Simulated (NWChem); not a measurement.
System: TiH3I; SMILES [TiH3][I]

Input file for NWChem:

```
start job
memory heap 200 mb stack 900 mb global 1100 mb
geometry units angstroms noautosym nocenter noautoz
  Ti     0.000000     0.000000    -1.709905
  I      0.000000     0.000000     0.822316
  H      0.284018     1.561158    -2.257060
  H      1.209994    -1.026546    -2.257060
  H     -1.494011    -0.534612    -2.257060
end
basis spherical
  Ti library def2-svp
  I library def2-svp
  H library def2-svp
end
ecp
  I library def2-ecp
end
dft
  xc xpbe96 cpbe96
  iterations 150
end
tddft
  nroots 8
  notriplet
end
task tddft energy
```

Structure relaxed at the PBE0/def2-SVP level. def2 effective core potentials on I; no spin-orbit coupling.

Vertical excitations in the gas phase.

**Question.** What results follow from this input? (PBE/def2-SVP with def2 effective core potentials on I, full TDDFT.) Quantities: lowest excitation, singlet (eV); oscillator strength of that lowest state; orbital gap (eV).

**Answer.** lowest excitation, singlet (eV): 3.03
oscillator strength of that lowest state: 0.000
orbital gap (eV): 3.03
